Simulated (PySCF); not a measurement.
**Electronic absorption of TeOCl2**

TeOCl2.
SMILES: `O=[Te](Cl)Cl`

Computed, not measured: TDDFT B3LYP/def2-SVPD, vertical, gas phase, core orbitals frozen in the response, def2 core potentials past Kr (PySCF 2.14.0, density-fitted response routines). Isolated species at its PBE0-D3(BJ)/def2-SVP geometry, gas phase. Spin–orbit coupling is left out.

Predict the UV-vis stick spectrum at this level.

| state | E (eV) | E (kJ/mol) | λ (nm) | f | symmetry | main configurations (H = HOMO, L = LUMO) |
| --- | --- | --- | --- | --- | --- | --- |
| S1 | 4.15 | 401 | 298.7 | 0.011 | A″ | H→L+1 (73%), H-1→L (18%) |
| S2 | 4.28 | 413 | 290.0 | 0.011 | A′ | H→L (68%), H-1→L+1 (30%) |
| S3 | 4.42 | 427 | 280.2 | 0.0087 | A″ | H-1→L (81%), H→L+1 (14%) |
| S4 | 4.78 | 461 | 259.6 | 0.017 | A′ | H-2→L (74%), H-1→L+1 (16%) |
| S5 | 4.85 | 468 | 255.7 | 0.0006 | – | H-2→L+1 (79%), H-3→L (15%) |
| S6 | 4.96 | 479 | 249.9 | 0.0057 | A′ | H-3→L+1 (65%), H-2→L (10%), H-1→L+1 (10%) |
| S7 | 5.09 | 491 | 243.5 | 0.012 | A′ | H-4→L+1 (35%), H-3→L+1 (29%), H-1→L+1 (20%) |
| S8 | 5.12 | 494 | 242.2 | 0.028 | A″ | H-3→L (53%), H-5→L+1 (20%), H-2→L+1 (14%) |
| S9 | 5.21 | 503 | 238.0 | 0.0080 | A″ | H-4→L (83%), H-5→L+1 (11%) |
| S10 | 5.43 | 524 | 228.5 | 0.0025 | A′ | H-5→L (78%), H-4→L+1 (17%) |

Triplets, Tamm–Dancoff:

| state | E (eV) | λ (nm) | main configurations (H = HOMO, L = LUMO) |
| --- | --- | --- | --- |
| T1 | 3.47 | 357.4 | H→L (86%), H-1→L+1 (10%) |
| T2 | 3.57 | 347.7 | H→L+1 (91%) |
| T3 | 3.88 | 319.7 | H-1→L+1 (82%), H→L (12%) |
| T4 | 4.07 | 305.0 | H-1→L (80%), H-2→L+1 (10%) |

The lowest singlet comes at 299 nm (401 kJ/mol) in the ultraviolet; it is weak; its leading configuration is HOMO→LUMO+1 (73%). The most intense listed level is S8 at 5.12 eV (242 nm, f = 0.028), 0.97 eV above S1. Löwdin shares by element: HOMO oxygen 54%, chlorine 29%, tellurium 18%; LUMO tellurium 45%, chlorine 41%, oxygen 14%. Weighted by f, the mean energy of these states is 4.81 eV. Of the 10 states listed, 5 reach f = 0.01 and none stays under 0.0005. Symmetry labels in Cs follow from the direction of the transition dipole and are given only for states with f of 0.002 or more. The window holds the lowest 10 singlets.

On one thread, Arm Neoverse V1, on a shared host, this took 7.5 s wall.
